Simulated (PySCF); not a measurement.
## Re(3+): ionisation energy

Re(3+) [Xe] 4f14 5d4 [5d3/2^4, M_J = 0] → Re(4+) [Xe] 4f14 5d3 [5d3/2^3, M_J = 3/2], as a difference of total energies. Computed with PySCF 2.14 in x2c-TZVPPall-2c (11s11p10d3f1g, 124 functions), with the two-component X2C-1e Hamiltonian. "Screened" scales the spin-orbit matrix elements by Boettger's factors to mimic the two-electron term; Breit and QED terms are absent.

| method | ionisation energy (eV) |
| --- | --- |
| GHF (spin-free) | 39.050 |
| GHF (screened spin-orbit) | 38.765 |

The spin-free rows relax to the high-spin LS determinant and lack the spin-orbit shift.

Errors of the correlated levels include the incompleteness of this basis and the frozen core.

The labels give the starting determinants; with spin-orbit coupling the two ends relaxed to ⟨J²⟩ = 2.69, ⟨L²⟩ = 5.61, ⟨S²⟩ = 5.60 and ⟨J²⟩ = 5.42, ⟨L²⟩ = 11.56, ⟨S²⟩ = 3.57.

The determinant of Re(3+) and of Re(4+) mixes levels of different J (the jj label is only the starting occupation), so the difference between spin-free and spin-orbit rows is not the physical spin-orbit shift.

For comparison: 39.1 ± 1.7 eV (theoretical estimate listed by NIST; NIST Atomic Spectra Database, ionization energies).
